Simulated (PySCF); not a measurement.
Ga(Me)2(OEt), SMILES CC[O][Ga]([CH3])[CH3] (C4H11GaO), singlet (GFN2-xTB optimised geometry):

```
17

Ga     0.622     0.404     0.000
C      2.660     0.404     0.000
H      3.025    -0.097    -0.897
H      3.023    -0.148     0.868
H      3.057     1.419     0.029
C     -0.763     1.923     0.000
H     -1.466     1.791    -0.825
H     -0.280     2.894    -0.101
H     -1.330     1.912     0.933
O      0.109    -1.262     0.011
C     -0.905    -2.231     0.009
C     -2.298    -1.616    -0.062
H     -0.751    -2.894    -0.853
H     -0.814    -2.832     0.924
H     -2.391    -1.030    -0.975
H     -3.057    -2.395    -0.055
H     -2.448    -0.957     0.793
```

Level of theory: B3LYP/def2-SVP (PySCF).

Question: What are the frontier orbital energies and the dipole moment?

Answer: HOMO-2 -7.75 eV, HOMO-1 -7.21 eV, HOMO -6.66 eV, LUMO -0.41 eV, LUMO+1 0.33 eV; dipole moment 0.85 D.

On the same geometry PBE/def2-SVP (PySCF) gives HOMO-2 -6.65 eV, HOMO-1 -5.99 eV, HOMO -5.54 eV, LUMO -0.93 eV, LUMO+1 -0.21 eV; dipole moment 0.77 D.

Meta-Löwdin charges at B3LYP/def2-SVP: Ga1 0.67, C2 -0.49, H3 0.11, H4 0.11, H5 0.10, C6 -0.50, H7 0.11, H8 0.10, H9 0.11, O10 -0.55, C11 0.07, C12 -0.29, H13 0.08, H14 0.08, H15 0.09, H16 0.09, H17 0.09.
